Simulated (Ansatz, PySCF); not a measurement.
Stretching the Be1–O2 bond in BeO (multiplicity 1 held). Energies count from the point at 1.327 Å.


Restricted levels (R-, RO-) in cc, def2 and unpolarised 6-31G sets keep to the state of the molecule at rest. U- levels take the lowest unrestricted solution at each point, which mixes spins at long bonds. Levels need not reach the same state.

Correlated levels freeze the cores. Rows in STO-3G carry no dispersion term and start afresh at each structure.

Run with Ansatz (Gaussian orbitals); PySCF for STO-3G rows. Values without a source in brackets are computed.

Energies in kcal/mol.

| R (Å) | R-HF/STO-3G | R-HF/aug-cc-pVTZ | R-B3LYP/aug-cc-pVTZ | U-wB97X-V/aug-cc-pVTZ | R-MP2/aug-cc-pVTZ | U-MP2/aug-cc-pVTZ |
|---|---|---|---|---|---|---|
| 1.061 | 58.2 | 62.3 | 69.5 | 70.5 | 79.4 | 38.8 |
| 1.194 | 3.3 | 8.1 | 12.7 | 12.7 | 17.3 | -23.3 |
| 1.327 | 0.0 | 0.0 | 0.0 | 0.0 | 0.0 | 0.0 |
| 1.459 | 20.7 | 13.8 | 8.3 | 8.9 | 3.6 | -9.1 |
| 1.592 | 49.1 | 36.3 | 25.6 | 27.2 | 16.5 | -5.8 |
| 1.791 | 77.5 | 67.5 | 55.5 | 37.4 | 54.6 | 9.2 |
| 1.990 | 91.1 | 86.9 | 82.5 | 56.1 | 97.9 | 27.6 |
| 2.322 | 100.8 | 103.8 | 115.3 | 85.4 | 143.2 | 69.3 |
| 2.653 | 104.2 | 111.6 | 135.3 | [?] | 165.9 | 97.4 |
| 3.051 | 105.7 | 115.5 | 149.4 | 117.4 | 178.1 | 103.4 |
| 3.582 | 106.3 | 117.2 | 159.3 | [?] | 183.5 | 104.5 |
| 4.245 | 106.4 | 117.7 | 165.0 | 122.4 | 185.0 | 104.5 |
| 5.307 | 106.4 | 117.8 | 168.2 | [?] | 185.3 | 104.5 |

Problem. What belongs in the gaps?

Solution. 
- 2.653, U-wB97X-V/aug-cc-pVTZ: 106.2
- 5.307, U-wB97X-V/aug-cc-pVTZ: 122.6
- 3.582, U-wB97X-V/aug-cc-pVTZ: 121.5

Doubts at one or more of the structures used: a restricted determinant that unrestricted orbitals would lower (R-HF/STO-3G, R-HF/aug-cc-pVTZ, R-B3LYP/aug-cc-pVTZ, R-MP2/aug-cc-pVTZ); a spin-contaminated determinant (U-wB97X-V/aug-cc-pVTZ, U-MP2/aug-cc-pVTZ).

Ansatz is an electronic-structure program.
